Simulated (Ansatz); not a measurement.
Stepwise reaction of silicon tetrafluoride with ammonia, as a gas-phase model of exchange steps in deposition or etching. ΔE in kJ/mol; ΔG adds harmonic PBE0-D4 terms to CCSD(T)/CBS, at 1 bar.

Calculated with Ansatz (gas phase, PBE0-D4/def2-TZVP geometries, no zero-point term in ΔE). CCSD(T)/CBS adds triple-zeta CCSD(T) − MP2 to the extrapolated MP2 energy (def2 sets, frozen cores). This one scheme is used for every species. DFT in def2-TZVPP. B3LYP here is the variant with VWN-RPA as its local correlation; programs differ in this. Each species was taken in one conformer, which may not be the lowest.

```json
{"step": "1", "reaction": "`F[Si](F)(F)F` + NH₃ → `N[Si](F)(F)F` + H–F", "PBE-D4": "66.4", "B3LYP-D4": "70.6", "ωB97M-V": "70.5", "CCSD(T)/CBS": "71.4", "ΔG(600 K)": "51.5"}
{"step": "2", "reaction": "`N[Si](F)(F)F` + NH₃ → `N[Si](N)(F)F` + H–F", "PBE-D4": "70.4", "B3LYP-D4": "75.5", "ωB97M-V": "75.5", "CCSD(T)/CBS": "74.3", "ΔG(600 K)": "83.3"}
{"step": "3", "reaction": "`N[Si](N)(F)F` + NH₃ → `N[Si](N)(N)F` + H–F", "PBE-D4": "93.8", "B3LYP-D4": "99.3", "ωB97M-V": "99.1", "CCSD(T)/CBS": "97.3", "ΔG(600 K)": "75.9"}
```

(1) Give the row of step 4, `N[Si](N)(N)F` + NH₃ → `N[Si](N)(N)N` + H–F. (Best estimate.)

(2) By hand: ΔE of the 4 steps together at CCSD(T)/CBS.

Answers

(1) Computed: 
```csv
step,reaction,PBE-D4,B3LYP-D4,ωB97M-V,CCSD(T)/CBS,ΔG(600 K)
4,`N[Si](N)(N)F` + NH₃ → `N[Si](N)(N)N` + H–F,97.6,104.2,103.5,98.5,116.8
```

(2) (71.4) + (74.3) + (97.3) + (98.5) = 341.5 kJ/mol, or 85.4 kJ/mol a step.

In ΔE step 1 is the lowest and step 4 the highest. All are uphill at CCSD(T)/CBS. ΔG lies between 51.5 and 116.8 kJ/mol a step. PBE-D4 differs from CCSD(T)/CBS by -5.0 to -0.9 kJ/mol a step. Isolated molecules leave out the surface, adducts and barriers. Largest T1 diagnostic: 0.011.
